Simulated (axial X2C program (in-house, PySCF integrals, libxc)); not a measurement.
InCl: cheaper levels and CCSD(T), with spin–orbit coupling

All values were computed with an in-house relativistic program for diatomic molecules. Two-component (2c) means X2C with spin–orbit coupling and atomic mean-field two-electron Coulomb and Gaunt terms. Basis: In dyall-cv3z [11s12p9d4f1g], Cl dyall-av3z [9s8p3d2f] (cores contracted in-house); Gaussian nuclei, density fitting, unrestricted open shells. Masses: In 114.904 u, Cl 34.969 u.

State: Ω = 0 (closed shell); fragments In + Cl.

| level | Re (Å) | ωe (cm⁻¹) | De (eV) |
| --- | --- | --- | --- |
| PBE0 | 2.418 | 309.8 | n/a |
| HF | 2.435 | 306.5 | 3.15 |
| MP2 | 2.438 | 309.0 | 4.49 |
| CCSD | 2.440 | 307.5 | 4.21 |
| B97-3 | 2.445 | 298.9 | n/a |

Correlated methods: 10 electrons correlated (number of frozen shells: In 4 s, 3 p, 2 d; Cl 2 s, 1 p), 258 virtual spin orbitals or spinors in MP2, 90 natural virtuals in coupled cluster.

CCSD(T), same Hamiltonian and basis:

Re = 2.442 Å, ωe = 306.8 cm⁻¹, De = 4.31 eV; T1 = 0.010 (Lee–Taylor normalisation).

Problem. Give the differences from CCSD(T) in the columns below.

Solution. 

| level | ΔRe (Å) | Δωe (cm⁻¹) | ΔDe (eV) |
| --- | --- | --- | --- |
| PBE0 | -0.024 | 3 | n/a |
| HF | -0.007 | 0 | -1.16 |
| MP2 | -0.004 | 2 | 0.18 |
| CCSD | -0.002 | 1 | -0.10 |
| B97-3 | 0.003 | -8 | n/a |

One determinant describes the state; a PBE0 search over occupations chose it and may have missed a lower one. Closed shells are restricted here (equal orbitals for both partners); the stretched side of such a curve lies too high. Dissociation energies refer to the lowest single-determinant-based atoms at the same level and basis. De is not given where an atomic determinant may have missed its ground term or J level, or where the truncated virtual space spoils (T). Coupled cluster ran in a truncated set of natural virtual spinors; the MP2 energy of the rest was added. (T) has no such correction and the atoms are truncated less, which lowers De at CCSD(T) by a hundredth of an eV or more. Without a current term, density functionals place determinants with orbital angular momentum somewhat too high. With the outer-core shells frozen, correlated bond lengths of heavy atoms tend to come out a few hundredths of an ångström too long.
